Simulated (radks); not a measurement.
All-electron atom: the rubidium ion Rb4+ in [Ar] 3d9.5 4s2 4p3 4f0.5 (fractional occupations, a model configuration). Method: scalar-relativistic Kohn-Sham, PBE, spin-polarised, spherical densities, finite nucleus; open shells are filled with parallel spins first (spin-orbit coupling, left out, can overturn this in heavy ions); Fermi nuclear charge, rms radius 4.2036 fm; computed with a radial shooting solver on a logarithmic mesh with Libxc functionals.

Local quantities along the radius. ELF = 1/(1 + alpha^2) is the electron localisation function; alpha = (tau - tau_W)/tau_unif compares the Pauli kinetic energy density with that of the uniform gas (summed over spins); -r V(r) is the screened charge that the Kohn-Sham potential of spin up presents (atomic units); r v_xc is r times the local exchange-correlation potential of spin up (hartree bohr); s = |grad rho|/(2 (3 pi^2)^(1/3) rho^(4/3)) is the reduced gradient. tau is taken from the large components.

| r (bohr) | ELF | alpha | -r V(r) | r v_xc | s |
|---|---|---|---|---|---|
| 0.003672 | 0.999 | 0.02253 | 36.45 | -0.1516 | 0.4822 |
| 0.004207 | 0.999 | 0.02362 | 36.37 | -0.1659 | 0.4768 |
| 0.004858 | 0.999 | 0.02508 | 36.26 | -0.1827 | 0.4735 |
| 0.00561 | 0.999 | 0.02696 | 36.14 | -0.2015 | 0.4728 |
| 0.006479 | 0.999 | 0.02937 | 36.00 | -0.2223 | 0.4746 |
| 0.007423 | 0.999 | 0.03230 | 35.85 | -0.2438 | 0.4787 |
| 0.008573 | 0.999 | 0.03632 | 35.66 | -0.2684 | 0.4858 |
| 0.009901 | 0.998 | 0.04163 | 35.46 | -0.2949 | 0.4958 |
| 0.01134 | 0.998 | 0.04834 | 35.23 | -0.3213 | 0.5083 |
| 0.0131 | 0.997 | 0.05799 | 34.96 | -0.3503 | 0.5251 |
| 0.01513 | 0.995 | 0.07156 | 34.65 | -0.3801 | 0.5459 |
| 0.01733 | 0.992 | 0.08983 | 34.32 | -0.4080 | 0.5697 |
| 0.02002 | 0.986 | 0.1182 | 33.93 | -0.4366 | 0.5995 |
| 0.02312 | 0.975 | 0.1614 | 33.50 | -0.4630 | 0.6341 |
| 0.02649 | 0.952 | 0.2244 | 33.03 | -0.4850 | 0.6700 |
| 0.03059 | 0.902 | 0.3292 | 32.49 | -0.5041 | 0.7085 |
| 0.03533 | 0.803 | 0.4953 | 31.89 | -0.5186 | 0.7403 |
| 0.04047 | 0.652 | 0.7302 | 31.26 | -0.5282 | 0.7516 |
| 0.04674 | 0.471 | 1.060 | 30.52 | -0.5352 | 0.7243 |
| 0.05398 | 0.342 | 1.387 | 29.71 | -0.5409 | 0.6397 |
| 0.06185 | 0.299 | 1.531 | 28.88 | -0.5534 | 0.5155 |
| 0.07142 | 0.338 | 1.401 | 27.95 | -0.5923 | 0.3835 |
| 0.08249 | 0.455 | 1.094 | 26.95 | -0.6618 | 0.3032 |
| 0.0945 | 0.600 | 0.8174 | 25.95 | -0.7371 | 0.2894 |
| 0.1091 | 0.720 | 0.6229 | 24.81 | -0.8082 | 0.3255 |
| 0.126 | 0.779 | 0.5324 | 23.60 | -0.8599 | 0.3940 |
| 0.1456 | 0.774 | 0.5400 | 22.32 | -0.8857 | 0.4803 |
| 0.1668 | 0.696 | 0.6612 | 21.05 | -0.8844 | 0.5634 |
| 0.1926 | 0.514 | 0.9731 | 19.66 | -0.8605 | 0.6187 |
| 0.2224 | 0.320 | 1.457 | 18.23 | -0.8269 | 0.5743 |
| 0.2548 | 0.256 | 1.705 | 16.85 | -0.8210 | 0.4169 |
| 0.2943 | 0.338 | 1.399 | 15.46 | -0.9116 | 0.2519 |
| 0.3399 | 0.534 | 0.9343 | 14.07 | -1.035 | 0.2105 |
| 0.3894 | 0.693 | 0.6657 | 12.78 | -1.129 | 0.2633 |
| 0.4497 | 0.769 | 0.5474 | 11.47 | -1.185 | 0.3652 |
| 0.5194 | 0.772 | 0.5439 | 10.26 | -1.181 | 0.4940 |
| 0.595 | 0.707 | 0.6440 | 9.250 | -1.125 | 0.6370 |
| 0.6872 | 0.539 | 0.9245 | 8.318 | -1.026 | 0.7957 |
| 0.7936 | 0.317 | 1.468 | 7.526 | -0.9223 | 0.8896 |
| 0.9093 | 0.216 | 1.904 | 6.899 | -0.8515 | 0.8107 |
| 1.05 | 0.293 | 1.552 | 6.436 | -0.9032 | 0.6194 |
| 1.213 | 0.556 | 0.8939 | 6.093 | -1.004 | 0.5658 |
| 1.389 | 0.754 | 0.5707 | 5.786 | -1.040 | 0.6822 |
| 1.605 | 0.793 | 0.5111 | 5.474 | -1.000 | 0.9288 |
| 1.853 | 0.668 | 0.7045 | 5.172 | -0.8827 | 1.290 |
| 2.123 | 0.357 | 1.342 | 4.924 | -0.7436 | 1.737 |
| 2.452 | 0.085 | 3.275 | 4.747 | -0.6378 | 2.231 |
| 2.832 | 0.019 | 7.179 | 4.639 | -0.5733 | 2.461 |
| 3.27 | 0.008 | 10.84 | 4.545 | -0.5068 | 2.385 |
| 3.747 | 0.006 | 12.82 | 4.466 | -0.4456 | 2.555 |
| 4.327 | 0.004 | 15.67 | 4.411 | -0.4016 | 3.322 |
| 4.997 | 0.002 | 21.91 | 4.394 | -0.3910 | 4.884 |
| 5.725 | 0.001 | 35.15 | 4.366 | -0.3652 | 7.649 |
| 6.612 | 0.000 | 70.37 | 4.288 | -0.2882 | 13.45 |
| 7.636 | 0.000 | 177.4 | 4.190 | -0.1897 | 26.16 |
| 8.748 | 0.000 | 540.3 | 4.110 | -0.1101 | 54.60 |

On this mesh the ELF has minima near r = 0.062, 0.25, 0.91 bohr, which separate the shells, and maxima near 0.13 (0.78), 0.52 (0.77), 1.6 (0.79).

Self-consistent cycle (total energy in hartree, residual of the potential): 1: -2964.391467, 1e+01; 2: -2971.226599, 6e+00; 3: -2974.019723, 5e-01; 4: -2974.037919, 4e-01; 5: -2974.049670, 9e-02; 6: -2974.050872, 4e-03; 7: -2974.050868, 1e-03; 8: -2974.050866, 1e-04; 9: -2974.050866, 6e-05; 10: -2974.050866, 2e-05; 11: -2974.050866, 3e-06; 12: -2974.050866, 4e-07; 13: -2974.050866, 3e-08; 14: -2974.050866, 5e-09.
